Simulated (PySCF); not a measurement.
# Correlation energy of Sb⁺ (antimony, charge +1)

[Kr] 4d10 5s2 5p2, high-spin 3P determinant. Computed with PySCF 2.14 in x2c-SVPall, with scalar relativity by spin-free X2C-1e. Frozen: [Kr] 4d10; 4 electrons correlated.

MP2 pair energies summed by pair of shells (mhartree):

| pair | energy | share (%) |
| --- | --- | --- |
| 5s-5p | -20.21 | 59.4 |
| 5s-5s | -10.35 | 30.4 |
| 5p-5p | -3.45 | 10.2 |

Total MP2 correlation energy: -34.01 mhartree.

Same-spin part -5.77 and opposite-spin part -28.24 mhartree; SCS-MP2 scales them by 1/3 and 6/5 to -35.81 mhartree.

```json
{"level": "CCSD", "correlation energy (mhartree)": "-47.81"}
{"level": "(T)", "correlation energy (mhartree)": "-0.48"}
{"level": "CCSD(T)", "correlation energy (mhartree)": "-48.29"}
```

Diagnostics: T1 = 0.0068, D1 = 0.0186, largest double amplitude 0.097.

Task: Is a single reference adequate?

Result: Mostly. T1 lies below 0.03, but a double amplitude of this size points to a near-degeneracy that CCSD handles and MP2 describes poorly.
